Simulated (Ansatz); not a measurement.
```yaml
crystal:
  periodic: [false, false, false]
  atoms:
    - {symbol: C, position_ang: [-1.030777, 0.700779, -1.029400]}
    - {symbol: Si, position_ang: [-0.197685, -0.682365, 0.091607]}
    - {symbol: As, position_ang: [1.269941, 0.400464, 1.782269]}
    - {symbol: H, position_ang: [-1.749120, 0.227052, -1.788078]}
    - {symbol: H, position_ang: [-0.234919, 1.287756, -1.610388]}
    - {symbol: H, position_ang: [-1.624751, 1.442390, -0.387282]}
    - {symbol: H, position_ang: [0.589079, -1.699915, -0.795963]}
    - {symbol: H, position_ang: [-1.290683, -1.474805, 0.880410]}
    - {symbol: H, position_ang: [1.965445, -0.985068, 2.170447]}
    - {symbol: H, position_ang: [2.390619, 0.729951, 0.689527]}
basis:
  gaussian: {orbitals: pcseg-2, nuclear_model: gaussian}
hamiltonian: {xc: {name: PBE0-DH}}
output: {forces: true}
```

```sh
$ ansatz run in.yaml --threads 2 --pin off --events-out ev --progress --plain --max-ram 4352MiB
```

Shortened log:

```
Functional definition: PBE0-DH
1215 factors; integrals over basis functions are off by at most 9.7e-4 eV
mean field evaluation 1: about -69850.4813 eV, gradient 3.6e1 eV
mean field evaluation 2: about -69850.5849 eV, gradient 3.6e1 eV
mean field evaluation 4: about -69853.5993 eV, gradient 2.1e0 eV
mean field evaluation 8: about -69853.6141 eV, gradient 1.5e-1 eV
mean field evaluation 16: about -69853.6142 eV, gradient 3.0e-5 eV
mean field -69853.61419267 eV, -2567.0729731004 hartree, gradient 7.9e-6 eV, S^2 0.000000; 0 other end points of the search recorded, 0 dependent functions left out
15 core orbitals not correlated: weight in the atoms' cores, before any rotation towards them, 1.000 or more for the frozen orbitals, at most 0.000 for the correlated occupied ones
reference -69853.61422129 eV, -2567.0729741520 hartree; 15, 15 occupied and 175, 175 virtual orbitals, 1215 factors
second order -17.64745443 eV of doubles, -0.00000000 eV of singles
Total energy: -69855.82015309 eV, -2567.1540406506 hartree
Atom 0 at    -1.030777     0.700779    -1.029400 Å, force    -0.133853     0.238047    -0.188567 eV/Å
Atom 1 at    -0.197685    -0.682365     0.091607 Å, force    -0.244129     0.084207    -0.230561 eV/Å
Atom 2 at     1.269941     0.400464     1.782269 Å, force     0.793975    -1.277796    -1.286205 eV/Å
Atom 3 at    -1.749120     0.227052    -1.788078 Å, force     1.104672     0.697840     1.173697 eV/Å
Atom 4 at    -0.234919     1.287756    -1.610388 Å, force    -1.201991    -0.919272     0.905792 eV/Å
Atom 5 at    -1.624751     1.442390    -0.387282 Å, force     0.919633    -1.155959    -0.963045 eV/Å
Atom 6 at     0.589079    -1.699915    -0.795963 Å, force    -0.641804     0.857221     0.725879 eV/Å
Atom 7 at    -1.290683    -1.474805     0.880410 Å, force     0.888941     0.666779    -0.652107 eV/Å
Atom 8 at     1.965445    -0.985068     2.170447 Å, force    -0.569648     1.115206    -0.362589 eV/Å
Atom 9 at     2.390619     0.729951     0.689527 Å, force    -0.915797    -0.306274     0.877706 eV/Å
Dipole moment:    -0.077121     0.032059    -0.163290 e Å
```

Hardware: 2 threads of an Arm Neoverse V2 on a shared host. Wall time 14 s, peak host memory 0.63 GiB.
